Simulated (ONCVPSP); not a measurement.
**Building the ONCV potential for F (Z = 9) (PBE, non-relativistic).**

```
Element                 : fluorine
Generator               : ONCVPSP 4.0.1
Type                    : optimised norm-conserving Vanderbilt (ONCV)
Functional              : PBE
Relativity              : non-relativistic
Frozen core             : [He]
Valence charge          : 7
Reference configuration : 2s2 2p5
Partial waves           : 2s: rc 0.65 bohr, ncon 4, nbas 7, qcut 10.1 1/bohr, 2 projectors, debl 2.1 Ha; 2p: rc 1.15 bohr, ncon 3, nbas 7, qcut 9.5 1/bohr, 2 projectors, debl 2.9 Ha; d scattering state at 0.21 Ha: rc 1.10 bohr, ncon 4, nbas 7, qcut 10 1/bohr, 1 projector
Local potential         : polynomial inside 0.60 bohr (lpopt 5, dvloc0 6.5 Ha)
Core correction         : Teter function, fcfact 1.75, rcfact 1.2
```

* Cutoffs needed: 57 Ha and 200 Ha (the cutoffs (Ha) at which the residual kinetic energy of the hardest occupied pseudo-wave falls to 1 and 0.1 mHa per electron)
* Ghost test: no bound ghost flagged; no localised positive-energy state flagged
* Largest excitation error: +634 meV (all-electron minus pseudo) for 2s2 2p2, out of 4 test configurations
* rms error of d²Exc/dni dnj: 1.87 mHa without and 1.79 mHa with the model core
